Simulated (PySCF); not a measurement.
(Z)-1-chloro-1,2-difluoroprop-1-ene (C₃H₃ClF₂), SMILES Cl/C(=C(\F)C)F. Heavy atoms are numbered as in [CH3:1]/[C:2]([F:3])=[C:4](\[F:5])[Cl:6]. Hydrogens are named by the atom that carries them.

The structure is a stationary point at B3LYP-D3(BJ)/def2-SVP.

These are PBE/pcSseg-1 (PySCF) values and carry that method's errors.

GIAO shieldings, no solvent; atoms alike by connectivity are averaged. δ = σ(ref) − σ: ¹³C against TMS (σ = 182.0 ppm); ¹⁹F against CFCl3 (σ = 133.6 ppm); ³⁵Cl against HCl (σ = 936.5 ppm); ¹H against TMS (σ = 31.49 ppm), references at their B3LYP-D3(BJ)/def2-TZVP geometries, non-relativistic (without spin–orbit terms, shifts of atoms bonded to Cl or Br come out too high).

Computed chemical shifts:
```
nucleus     atoms  count  δ (ppm)
-------  --------  -----  -------
¹³C            C2      1    153.8
¹³C            C4      1    152.1
¹³C      C1 (CH3)      1     17.8
¹⁹F            F5      1   -144.8
¹⁹F            F3      1   -162.0
³⁵Cl          Cl6      1    249.8
¹H        H on C1      3     2.41
```
